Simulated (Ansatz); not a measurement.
Basis-set extrapolation for AlClH$_{2}$O$_{2}$, SMILES `[OH][Al]([OH])[Cl]` (PBE0-D4/def2-TZVP geometry, frozen core, the Gaussian-basis code of Ansatz). Multiplicity 1, RHF reference.

```csv
,def2-TZVPP,def2-QZVPP
HF,-852.602745,-852.630378
MP2 correlation,-0.743568,-0.809805
CCSD(T) correlation,-0.791822,-0.856551
```

Energies in hartree. Use E(X) = E(∞) + A·exp(−7.88·√X) for Hartree–Fock and E(X) = E(∞) + B·X^(−2.97) for correlation, with X = 3 and 4.

Task: What is the CCSD(T) energy at the basis-set limit?

Result: HF limit: -852.630378 + (-0.027633) × 0.13774 = -852.63418. Correlation limit: -0.856551 + (-0.064729) × 0.74074 = -0.90450. Total: -853.53868 hartree, 378.4 kJ/mol below CCSD(T)/def2-TZVPP.
